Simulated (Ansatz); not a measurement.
[SnBr3]- (SnBr₃⁻). Charge -1, multiplicity 1. Geometry B3LYP-D4/def2-SVPD; atoms count from 1.

Cartesian coordinates in Å:
```
Sn 0.1006 0.1143 0.9622
Br -2.3257 0.5257 -0.1480
Br 0.6478 -2.2962 -0.1236
Br 1.5773 1.6561 -0.6905
```

In the def2 sets Sn takes a core potential; there is no spin–orbit coupling.

(1) Estimate the Mulliken populations from the PBE0/def2-TZVPD orbitals of Ansatz.

(2) And the Mayer bond orders between heavy atoms (over 0.3)?

## Answers

(1) 
```json
{"atom": "Sn1", "charge (e)": "0.48"}
{"atom": "Br2", "charge (e)": "-0.49"}
{"atom": "Br3", "charge (e)": "-0.49"}
{"atom": "Br4", "charge (e)": "-0.49"}
```
Mulliken values depend strongly on the basis. With diffuse functions, as here, like atoms can get unlike values, and bond orders can come out too low or too high.

(2) Sn1–Br2 0.74 (2.70 Å); Sn1–Br3 0.74 (2.70 Å); Sn1–Br4 0.74 (2.70 Å).
